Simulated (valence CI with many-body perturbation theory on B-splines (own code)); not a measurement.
# A CI+MBPT run for Pb50+

Calculated by relativistic CI+MBPT: four valence electrons over a frozen Dirac-Fock core [Ar] 3d10, radial functions for each j: 11 s, 11 p, 10 d, 8 f, 5 g, 2 h, with the one-electron correlation potential Σ1 (screened to all orders), the two-electron term Σ2, the three-electron term Σ3, Breit, model QED; selected single and double excitations, second order for the rest, scaled by the run's own slope (own B-spline code, finite nucleus).

Command, and the settings that its task file holds:

```sh
python run_cv.py task.json out
```

```
atom Pb  Z=82  mass_number=208  rms_radius_fm=5.5012
core [Ar] 3d10
valence 4s2 4p2
avg = 1
basis = M
breit = 1
cap = 32000
capref = 2000
cscale = 1
de = 0.0
dress = 0
eps = 2e-08
extrap = 1
h = 0.27
hh = 1
l2 = 3
lcore = 6
maxit = 60
n2 = 5
natural = 1
nlev = 150
nno = [5, 5, 5, 4, 2, 1]
nroot = 36
nsp = [6, 6, 5, 4, 3, 1]
pt2 = 1
qed = 1
rpa = 1
s1 = 1
s2 = 1
s3 = 1
screen = 1
tol = 2e-05
whole = 1
```

**Question.** Roughly how long does this run take on one core of Arm Neoverse V2, and how much memory?

**Answer.** 2.5 min on 1 thread of Arm Neoverse V2, with other jobs on the host, peak memory 0.98 GiB.

Log. The first blocks belong to the next ion, which gives the ionisation energy. Fields: 2J, parity (1 odd), roots, reference size, generating configurations, candidates as configurations/state functions, variational space P, stored matrix elements, Davidson steps; e2 is the range of second-order energies in hartree. The first line gives the box (bohr), its intervals, the orbitals and the steps of their self-consistent field. Window is the range of levels sought, series limit the energy at which the first omitted orbital would enter, core excitation an estimate of the first excitation out of the core, left out the lowest levels not solved, and shifts from estimates the range by which levels moved from their first estimate, all in cm⁻¹.

```
rmax 4.5 intervals 58 orbitals 83 references ['4s2 4p2', '4s 4p3', '4s2 4p 4d', '4p4', '4s2 4p 4f'] scf 3 t 1.4
2J=1 par=1 roots 2 ref 23 generators 5 cand 5827/8906 P 1873/2772 nnz 1.4e+06 it 5
2J=1 par=1 roots 2 ref 23 generators 9 cand 5311/8340 P 2527/3840 nnz 2.5e+06 it 4
   second order: generators 14 cand 7718/12053 e2 -0.00002 -0.00001
reference levels 1301, estimated 620, window 7058179 1/cm; series limit 18083664, core excitation 16911530
2J=0 par=0 roots 11 ref 43 generators 25 cand 32205/64407 P 4245/6400 nnz 2.8e+06 it 6
2J=0 par=0 roots 11 ref 43 generators 31 cand 31062/64141 P 11767/19903 nnz 2.2e+07 it 8
   second order: generators 39 cand 25002/55375 e2 -0.00004 -0.00000
2J=2 par=0 roots 18 ref 88 generators 24 cand 35172/177202 P 2002/6397 nnz 4.1e+06 it 6
2J=2 par=0 roots 18 ref 88 generators 36 cand 36088/189284 P 8632/31996 nnz 6.5e+07 it 8
   second order: generators 52 cand 38099/211541 e2 -0.00066 -0.00012
2J=4 par=0 roots 27 ref 127 generators 36 cand 35554/243632 P 2070/7230 nnz 5.2e+06 it 8
2J=4 par=0 roots 27 ref 127 generators 48 cand 41001/299283 P 7894/31994 nnz 6.4e+07 it 8
   second order: generators 72 cand 45269/366261 e2 -0.00175 -0.00033
2J=4 par=1 roots 27 ref 157 generators 29 cand 37229/259769 P 1747/6397 nnz 4.4e+06 it 10
2J=4 par=1 roots 27 ref 157 generators 49 cand 41153/299619 P 7655/31994 nnz 6.1e+07 it 10
   second order: generators 70 cand 46567/372540 e2 -0.00182 -0.00050
2J=2 par=1 roots 21 ref 119 generators 27 cand 35547/175962 P 2338/6396 nnz 3.8e+06 it 8
2J=2 par=1 roots 21 ref 119 generators 47 cand 38884/203417 P 9614/31999 nnz 5.7e+07 it 9
   second order: generators 60 cand 39415/221824 e2 -0.00118 -0.00020
2J=6 par=1 roots 24 ref 157 generators 26 cand 37452/296479 P 1713/6397 nnz 4.3e+06 it 11
2J=6 par=1 roots 24 ref 157 generators 46 cand 44226/363973 P 7514/31993 nnz 6e+07 it 10
   second order: generators 68 cand 48475/449270 e2 -0.00203 -0.00086
2J=0 par=1 roots 8 ref 44 generators 18 cand 27817/51609 P 4146/6399 nnz 2.9e+06 it 4
2J=0 par=1 roots 8 ref 44 generators 30 cand 32418/68297 P 12940/22419 nnz 2.6e+07 it 5
   second order: generators 39 cand 30056/67785 e2 -0.00007 -0.00001
2J=6 par=0 roots 19 ref 108 generators 24 cand 37241/295330 P 1703/7200 nnz 5.7e+06 it 6
2J=6 par=0 roots 19 ref 108 generators 36 cand 36672/293273 P 6809/32000 nnz 6.7e+07 it 12
   second order: generators 62 cand 47694/431041 e2 -0.00168 -0.00062
2J=8 par=1 roots 16 ref 129 generators 21 cand 36445/289473 P 1641/6397 nnz 4.3e+06 it 8
...
2J=10 par=0 roots 4 ref 52 generators 18 cand 29482/215915 P 6799/31993 nnz 8.1e+07 it 7
   second order: generators 32 cand 36500/313331 e2 -0.00032 -0.00011
2J=10 par=1 roots 7 ref 87 generators 14 cand 30967/230420 P 2119/6394 nnz 4e+06 it 7
2J=10 par=1 roots 7 ref 87 generators 28 cand 38320/305436 P 7348/31998 nnz 6.4e+07 it 8
   second order: generators 43 cand 38943/354399 e2 -0.00079 -0.00028
2J=12 par=1 roots 2 ref 46 generators 7 cand 19054/119667 P 2004/6399 nnz 4.8e+06 it 4
2J=12 par=1 roots 2 ref 46 generators 12 cand 25908/180569 P 5705/25926 nnz 6.4e+07 it 5
   second order: generators 23 cand 30395/236433 e2 -0.00013 -0.00012
left out: unestimated 9833858, estimated 7554605, shifts from estimates -14 to 81
operators 2.6
```

The Davidson iterations converged.

The last digits are not significant, and no measured levels were compared; by estimate large intervals hold to a few tenths of a per cent, small ones and those within an open d or f shell to about a per cent. Among the levels kept, up to 400 cm⁻¹ of a level comes from second order outside the variational space, and about a tenth of that is noise between levels of different J, which matters for small intervals.

```yaml
Valence_energy: -459.4934 hartree
Ionisation_energy: "2967 eV (NIST: 2965 ± 4 eV (theoretical))"
Reference_configurations_for_the_orbitals: 4s2 4p2, 4s 4p3, 4s2 4p 4d, 4p4, 4s2 4p 4f
Radial_orbitals: 83
Box_radius: 4.548 bohr
Largest_variational_space: 32000
Lowest_levels: (4s^2 4p1/2^2) J=0 0.00, (4s^2 4p1/2 4p3/2) J=1 1304.5, (4s^2 4p1/2 4p3/2) J=2 1344.6, (4s 4p1/2^2 4p3/2) J=2 2251.7, (4s 4p1/2^2 4p3/2) J=1 2388.6, (4s^2 4p3/2^2) J=2 2679.7, (4s^2 4p3/2^2) J=0 2766.0, (4s^2 4p1/2 4d3/2) J=2 2769.0, (4s^2 4p1/2 4d3/2) J=1 2944.0, (4s^2 4p1/2 4d5/2) J=2 3135.4, (4s^2 4p1/2 4d5/2) J=3 3144.7, (4s 4p1/2 4p3/2^2) J=2 [a] 3529.2, (4s 4p1/2 4p3/2^2) J=3 3608.8, (4s 4p1/2 4p3/2^2) J=0 3660.7 × 10³ cm⁻¹
```

Levels are named by their leading jj configuration (3d3/2^4 stands for four electrons in 3d with j = 3/2), which in mixed levels can hold well under half, so a name can repeat and another be missing. Letters in brackets count levels of one name in rising energy.
